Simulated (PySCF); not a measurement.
How methods differ on the ionisation energy of K⁷⁺

K⁷⁺ [Ne] 3s2 → K⁸⁺ [Ne] 3s1 [3s1/2^1, M_J = 1/2], as a difference of total energies. All numbers are calculated (PySCF 2.14, the two-component X2C-1e Hamiltonian, in an uncontracted even-tempered set (20 s from 0.34 bohr⁻², ratio 2.4; 13 p from 0.45 bohr⁻², ratio 2.4; 5 d from 1.9 bohr⁻², ratio 2.6; 5 f from 2.9 bohr⁻², ratio 2.6)). Correlated levels: 1s2 frozen; the 52 highest virtual spinors dropped. "Screened" scales the spin-orbit matrix elements by Boettger's factors to mimic the two-electron term; Breit and QED terms are absent.

| method | ionisation energy (eV) | difference from reference (eV) |
| --- | --- | --- |
| GHF (screened spin-orbit) | 152.71 | -2.16 |
| GMP2 (screened spin-orbit) | 154.46 | -0.41 |

Reference: 154.87 ± 0.05 eV (semi-empirical (NIST evaluation); NIST Atomic Spectra Database, ionization energies).
